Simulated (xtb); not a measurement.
A run for xtb: GFN2-xTB on HfO+, 2S+1 = 2, a spin state set in the input, which need not be the lowest, a point of a bond scan (R = 1.570 Å). Charge +1.

```
$ xtb mol.xyz --gfn 2 --sp --chrg 1 --uhf 1
2

Hf     0.00000000     0.00000000     0.00000000
O      0.00000000     0.00000000     1.57011700
```

Output:

```
[...]
           -------------------------------------------------
          |                Calculation Setup                |
           -------------------------------------------------



           -------------------------------------------------
          |                 G F N 2 - x T B                 |
           -------------------------------------------------

        Reference                      10.1021/acs.jctc.8b01176
      * Hamiltonian:
        H0-scaling (s, p, d)           1.850000    2.230000    2.230000
        zeta-weighting                 0.500000
      * Dispersion:
        s8                             2.700000
        a1                             0.520000
        a2                             5.000000
        s9                             5.000000
      * Repulsion:
        kExp                           1.500000    1.000000
        rExp                           1.000000
      * Coulomb:
        alpha                          2.000000
        third order                    shell-resolved
        anisotropic                    true
        a3                             3.000000
        a5                             4.000000
        cn-shift                       1.200000
        cn-exp                         4.000000
        max-rad                        5.000000


          ...................................................
          :                      SETUP                      :
          :.................................................:
          :  # basis functions                  14          :
          :  # atomic orbitals                  13          :
          :  # shells                            5          :
          :  # electrons                         9          :
          :  max. iterations                   250          :
          :  Hamiltonian                  GFN2-xTB          :
          :  restarted?                      false          :
          :  GBSA solvation                  false          :
          :  PC potential                    false          :
          :  electronic temp.          300.0000000     K    :
          :  accuracy                    1.0000000          :
          :  -> integral cutoff          0.2500000E+02      :
          :  -> integral neglect         0.1000000E-07      :
          :  -> SCF convergence          0.1000000E-05 Eh   :
          :  -> wf. convergence          0.1000000E-03 e    :
          :  Broyden damping             0.4000000          :
          :  net charge                          1          :
          :  unpaired electrons                  1          :
          ...................................................

 iter      E             dE          RMSdq      gap      omega  full diag
   1      2.2717347  0.227173E+01  0.475E+01    0.25       0.0  T
   2     -3.3865090 -0.565824E+01  0.318E+01    1.67       1.0  T
   3     -3.9852292 -0.598720E+00  0.220E+01    3.75       1.0  T
   4     -4.4834050 -0.498176E+00  0.250E+01    4.22       1.0  T
   5     -3.9773445  0.506060E+00  0.221E+01    3.55       1.0  T
   6      0.6088510  0.458620E+01  0.616E+01    0.48       1.0  T
   7     -2.8809023 -0.348975E+01  0.255E+01    1.12       1.0  T
   8     -2.5375174  0.343385E+00  0.289E+01    1.02       1.0  T
   9     -4.5045962 -0.196708E+01  0.137E+01    2.11       1.0  T
  10     -4.6730562 -0.168460E+00  0.114E+01    2.36       1.0  T
  11     -4.9659595 -0.292903E+00  0.381E+00    3.14       1.0  T
  12     -4.9356401  0.303193E-01  0.534E+00    2.98       1.0  T
  13     -4.9401094 -0.446930E-02  0.336E+00    3.03       1.0  T
  14     -4.9761360 -0.360266E-01  0.184E+00    3.38       1.0  T
  15     -4.9702730  0.586299E-02  0.425E+00    3.49       1.0  T
  16     -4.9721947 -0.192170E-02  0.395E+00    3.46       1.0  T
  17     -4.9764011 -0.420640E-02  0.132E+00    3.33       1.0  T
  18     -4.9762491  0.151976E-03  0.107E+00    3.34       1.0  T
  19     -4.9760786  0.170518E-03  0.119E+00    3.35       1.0  T
  20     -4.9762082 -0.129563E-03  0.102E+00    3.34       1.0  T
  21     -4.9763895 -0.181352E-03  0.437E-01    3.32       1.0  T
  22     -4.9764089 -0.193749E-04  0.154E-01    3.31       1.0  T
  23     -4.9764114 -0.243149E-05  0.370E-02    3.31       1.9  T
  24     -4.9764116 -0.238061E-06  0.804E-03    3.31       8.8  T
  25     -4.9764116 -0.592109E-09  0.478E-03    3.31      14.8  T
  26     -4.9764116  0.154787E-09  0.129E-03    3.31      55.0  T
  27     -4.9764116 -0.568263E-09  0.296E-04    3.31     238.9  T
  28     -4.9764116 -0.268141E-10  0.712E-06    3.31    9924.6  T

   *** convergence criteria satisfied after 28 iterations ***

         #    Occupation            Energy/Eh            Energy/eV
      -------------------------------------------------------------
         1        2.0000           -1.0132869             -27.5729
         2        2.0000           -0.8309545             -22.6114
         3        2.0000           -0.7784504             -21.1827
         4        2.0000           -0.7784504             -21.1827
         5        1.0000           -0.6801853             -18.5088 (HOMO)
         6                         -0.5586375             -15.2013 (LUMO)
         7                         -0.5586375             -15.2013
         8                         -0.5525849             -15.0366
         9                         -0.5525849             -15.0366
        10                         -0.4944853             -13.4556
       ...                                ...                  ...
        13                         -0.1152826              -3.1370
      -------------------------------------------------------------
                  HL-Gap            0.1215478 Eh            3.3075 eV
             Fermi-level           -0.6743646 Eh          -18.3504 eV

 SCC (total)                   0 d,  0 h,  0 min,  0.004 sec
 SCC setup                      ...        0 min,  0.000 sec (  3.113%)
 Dispersion                     ...        0 min,  0.000 sec (  1.282%)
 classical contributions        ...        0 min,  0.000 sec (  0.580%)
 integral evaluation            ...        0 min,  0.001 sec ( 11.684%)
 iterations                     ...        0 min,  0.003 sec ( 70.008%)
 molecular gradient             ...        0 min,  0.000 sec ( 10.441%)
 printout                       ...        0 min,  0.000 sec (  2.503%)

         :::::::::::::::::::::::::::::::::::::::::::::::::::::
         ::                     SUMMARY                     ::
         :::::::::::::::::::::::::::::::::::::::::::::::::::::
         :: total energy              -4.901004702967 Eh    ::
         :: gradient norm              0.376388780699 Eh/a0 ::
         :: HOMO-LUMO gap              3.307484068959 eV    ::
         ::.................................................::
         :: SCC energy                -4.976411590198 Eh    ::
         :: -> isotropic ES            0.110770280076 Eh    ::
         :: -> anisotropic ES          0.003777472151 Eh    ::
         :: -> anisotropic XC         -0.011059460152 Eh    ::
         :: -> dispersion             -0.000547907922 Eh    ::
         :: repulsion energy           0.075406887231 Eh    ::
         :: add. restraining           0.000000000000 Eh    ::
         :: total charge               1.000000000000 e     ::
         :::::::::::::::::::::::::::::::::::::::::::::::::::::

           -------------------------------------------------
          |                Property Printout                |
           -------------------------------------------------

    * Orbital Energies and Occupations

         #    Occupation            Energy/Eh            Energy/eV
      -------------------------------------------------------------
         1        2.0000           -1.0132869             -27.5729
Note: The following floating-point exceptions are signalling: IEEE_UNDERFLOW_FLAG IEEE_DENORMAL
normal termination of xtb
         2        2.0000           -0.8309545             -22.6114
         3        2.0000           -0.7784504             -21.1827
         4        2.0000           -0.7784504             -21.1827
         5        1.0000           -0.6801853             -18.5088 (HOMO)
         6                         -0.5586375             -15.2013 (LUMO)
         7                         -0.5586375             -15.2013
         8                         -0.5525849             -15.0366
         9                         -0.5525849             -15.0366
        10                         -0.4944853             -13.4556
        11                         -0.4681000             -12.7376
        12                         -0.4681000             -12.7376
        13                         -0.1152826              -3.1370
      -------------------------------------------------------------
                  HL-Gap            0.1215478 Eh            3.3075 eV
             Fermi-level           -0.6743646 Eh          -18.3504 eV

     #   Z          covCN         q      C6AA      α(0)
     1  72 Hf       0.699     1.092   995.572    87.110
     2   8 O        0.699    -0.092    16.449     5.434

 Mol. C6AA /au·bohr⁶  :       1223.226230
 Mol. C8AA /au·bohr⁸  :     214990.223487
 Mol. α(0) /au        :         92.544136


Wiberg/Mayer (AO) data.
largest (>0.10) Wiberg bond orders for each atom

 ---------------------------------------------------------------------------
     #   Z sym  total        # sym  WBO       # sym  WBO       # sym  WBO
 ---------------------------------------------------------------------------
     1  72 Hf   2.576 --     2 O    2.576
     2   8 O    2.576 --     1 Hf   2.576
 ---------------------------------------------------------------------------

Topologies differ in total number of bonds
Writing topology from bond orders to xtbtopo.mol

molecular dipole:
                 x           y           z       tot (Debye)
 q only:        0.000       0.000      -0.274
   full:       -0.000      -0.000      -1.492       3.792
molecular quadrupole (traceless):
                xx          xy          yy          xz          yz          zz
 q only:        0.406       0.000       0.406       0.000       0.000      -0.813
  q+dip:        0.612       0.000       0.612       0.000       0.000      -1.225
   full:        2.288      -0.000       2.288      -0.000      -0.000      -4.576


           -------------------------------------------------
          | TOTAL ENERGY               -4.901004702967 Eh   |
          | GRADIENT NORM               0.376388780699 Eh/α |
          | HOMO-LUMO GAP               3.307484068959 eV   |
           -------------------------------------------------

------------------------------------------------------------------------
------------------------------------------------------------------------
 total:
 SCF:
```

The run finished.

Cost: about 0.06 core-seconds (a rough figure).
